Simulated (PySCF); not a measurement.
Electronic absorption of [CrO3Cl]-

Species: [CrO3Cl]- (charge -1 and singlet state).
SMILES: `[O]=[Cr-](=[O])(=[O])[Cl]`

Method: PySCF, TDDFT wB97X-D/def2-SVPD, vertical, gas phase, core orbitals frozen in the response. Geometry: PBE0-D3(BJ)/def2-SVP; no solvent, vibrations or thermal averaging.

```csv
state,λ (nm),E (eV),f,"main configurations (H = HOMO, L = LUMO)"
S1,362.3,3.42,0.0008,H→L/L+1 (≥84%)
S2,362.0,3.42,0.0008,H→L/L+1 (≥84%)
S3,313.2,3.96,0.0000,H→L+2 (62%)
S4,298.6,4.15,0.015,H-2/H-1→L/L+1 (≥57%)
S5,297.1,4.17,0.0000,"H→L+2 (33%), H-2/H-1→L/L+1 (≥33%)"
S6,291.8,4.25,0.0032,H-2/H-1→L/L+1 (≥44%)
S7,291.4,4.26,0.0033,H-2/H-1→L/L+1 (≥43%)
S8,267.9,4.63,0.0003,"H-2/H-1→L+2 (≥65%), H-5→L/L+1 (≥25%)"
S9,267.8,4.63,0.0003,"H-2/H-1→L+2 (≥64%), H-5→L/L+1 (≥26%)"
S10,245.3,5.05,0.0047,"H-5→L/L+1 (≥29%), H-2/H-1→L+2 (≥12%)"
S11,245.1,5.06,0.0049,"H-5→L/L+1 (≥29%), H-2/H-1→L+2 (≥14%)"
S12,239.2,5.18,0.0000,"H-4→L/L+1 (≥40%), H-3→L/L+1 (≥20%)"
S13,234.7,5.28,0.0022,"H-3→L/L+1 (≥31%), H-4→L/L+1 (≥15%)"
S14,234.5,5.29,0.0030,"H-4→L/L+1 (≥43%), H-5→L+2 (17%)"
S15,234.4,5.29,0.0039,"H-3→L/L+1 (≥38%), H-5→L+2 (32%)"
```

Triplets, Tamm–Dancoff:

| state | E (eV) | λ (nm) | main configurations (H = HOMO, L = LUMO) |
| --- | --- | --- | --- |
| T1 | 3.08 | 402.1 | H→L/L+1 (≥86%) |
| T2 | 3.08 | 402.0 | H→L/L+1 (≥86%) |
| T3 | 3.35 | 370.6 | H-2/H-1→L/L+1 (≥57%) |

The lowest singlet level (S1/S2) comes at 362 nm (330 kJ/mol) in the ultraviolet; it is very weak. The most intense listed level is S4 at 4.15 eV (299 nm, f = 0.015), 0.73 eV above S1. S1/S2, S6/S7, S8/S9, S10/S11 and S13/S14/S15 lie within about 0.01 eV of each other in each set; the point group C3v has degenerate representations, and within a degenerate level the listed configurations can mix freely. For S1 the Löwdin share of chromium is at most 1% in HOMO and 60% in LUMO (ligand-to-metal charge transfer by this measure). Of the 15 states listed, 1 reaches f = 0.01 and 5 stay under 0.0005. The listed states span 1.87 eV, and the widest gap between neighbours is 0.53 eV (S2 to S3). Orbital energies (eV): HOMO-3 -6.79, HOMO-2 -5.81, HOMO-1 -5.81, HOMO -5.60, LUMO 3.69, LUMO+1 3.69, LUMO+2 4.03. No computed singlet lies in the visible range (380 to 750 nm); the lowest, at 362 nm, stands 0.16 eV above its violet end (3.26 eV); a Tamm–Dancoff triplet lies at 402 nm, without intensity as long as spin–orbit coupling is left out. No detachment energy is given for this anion; states above it aren't bound, and a finite basis only mimics them. Orbitals of the list HOMO-3 to LUMO+2 that lie within 0.01 eV of each other are written together with a slash and their weights summed (≥ marks a lower bound); for degenerate orbitals outside that list single weights are arbitrary. The window holds the lowest 15 singlets.

On an Arm Neoverse V2 with one thread (shared host), this took 13 s.
